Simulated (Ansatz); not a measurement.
Relaxation of GaH₃O (5 atoms, charge 0, multiplicity 1), to a largest force component of 0.03 eV/Å in at most 50 steps.

These are results of RKS B3LYP/def2-SVP in Ansatz, not measurements.

```xyz
5
Properties=species:S:1:pos:R:3:forces:R:3
Ga 0.141 -0.052 0.191 0.49 -0.11 0.44
H 0.721 -0.143 1.626 -1.11 0.27 1.06
O 1.798 -0.420 -0.354 0.62 -0.16 -1.49
H 2.351 -0.514 0.430 -0.02 0.00 -0.03
H -1.076 0.178 -0.734 0.01 0.00 0.02
```

Task: Where does it end, and by what steps?

Result: The forces met the threshold. After 7 steps the energy has fallen by 0.583 eV; H2 moved furthest, 0.57 Å.

```csv
step,energy less start (eV),largest force component (eV/Å),accepted
0,0.0000,1.493,yes
1,-0.3549,0.721,yes
2,-0.5107,0.324,yes
3,-0.5362,1.029,yes
4,-0.5799,0.484,yes
5,-0.5817,0.234,yes
6,-0.5830,0.036,yes
7,-0.5830,0.002,yes
```

```xyz
5
Properties=species:S:1:pos:R:3
Ga 0.252 -0.075 0.326
H 0.227 -0.031 1.895
O 1.813 -0.424 -0.487
H 2.563 -0.569 0.104
H -0.921 0.147 -0.680
```

Time of the run: 23 s on 1 thread of Arm Neoverse N1, with other jobs on the host, peak memory 0.11 GiB.
